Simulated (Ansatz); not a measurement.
The cluster AlB₁₂⁻. Total charge -1; singlet. Geometry PBE-D4/def2-SVP; atoms count from 1.

Cartesian coordinates in Å:
```
Al 1.7193 -0.0919 0.1839
B -1.3131 0.8653 -1.1597
B 0.0420 1.7338 -0.4350
B 0.2248 1.4979 1.1666
B -0.9116 0.1876 1.4625
B -0.6339 -0.5651 -1.5111
B -0.1242 -2.1001 0.5200
B -0.0820 -1.1841 1.8095
B 0.1823 -1.9002 -1.0193
B 0.4903 0.7783 -1.6761
B 1.1083 -0.7176 -1.7541
B -1.4554 1.2512 0.3652
B 0.7533 0.2448 2.0476
```

Another isomer (triplet) lies 0.61 eV lower at PBE0-D4/def2-TZVPD; other spin states weren't run for this one.

Estimate the Mulliken populations from the PBE0/def2-TZVPD orbitals of Ansatz.


```json
{"atom": "Al1", "charge (e)": "-0.71"}
{"atom": "B2", "charge (e)": "0.19"}
{"atom": "B3", "charge (e)": "0.24"}
{"atom": "B4", "charge (e)": "-0.03"}
{"atom": "B5", "charge (e)": "-0.19"}
{"atom": "B6", "charge (e)": "-0.19"}
{"atom": "B7", "charge (e)": "-0.62"}
{"atom": "B8", "charge (e)": "-0.05"}
{"atom": "B9", "charge (e)": "-0.05"}
{"atom": "B10", "charge (e)": "-0.03"}
{"atom": "B11", "charge (e)": "0.13"}
{"atom": "B12", "charge (e)": "0.19"}
{"atom": "B13", "charge (e)": "0.13"}
```
Mulliken values and Mayer orders depend strongly on the basis. With diffuse functions, as here, like atoms can get unlike values, and bond orders can come out too low or too high.

And the Mayer bond orders between bonded heavy atoms (over 0.3)?

Al1–B4 0.48 (2.39 Å); Al1–B10 0.48 (2.39 Å); B2–B3 0.73 (1.77 Å); B2–B6 0.53 (1.62 Å); B2–B10 0.34 (1.88 Å); B2–B12 1.74 (1.58 Å); B3–B4 1.07 (1.63 Å); B3–B10 1.07 (1.63 Å); B3–B12 0.73 (1.77 Å); B4–B5 0.78 (1.76 Å); B4–B12 0.34 (1.88 Å); B4–B13 1.09 (1.62 Å); B5–B8 0.51 (1.64 Å); B5–B12 0.53 (1.62 Å); B5–B13 0.70 (1.77 Å); B6–B9 0.51 (1.64 Å); B6–B10 0.78 (1.76 Å); B6–B11 0.70 (1.77 Å); B7–B8 1.01 (1.58 Å); B7–B9 1.01 (1.58 Å); B8–B13 1.19 (1.67 Å); B9–B11 1.19 (1.67 Å); B10–B11 1.09 (1.62 Å). Values over 0.3 also appear between atoms too far apart for a bond (Al1–B5 0.37 at 2.94 Å; Al1–B6 0.37 at 2.94 Å; B3–B5 0.45 at 2.63 Å; B3–B6 0.45 at 2.63 Å); they arise where an orbital or an unpaired electron spreads over both atoms.
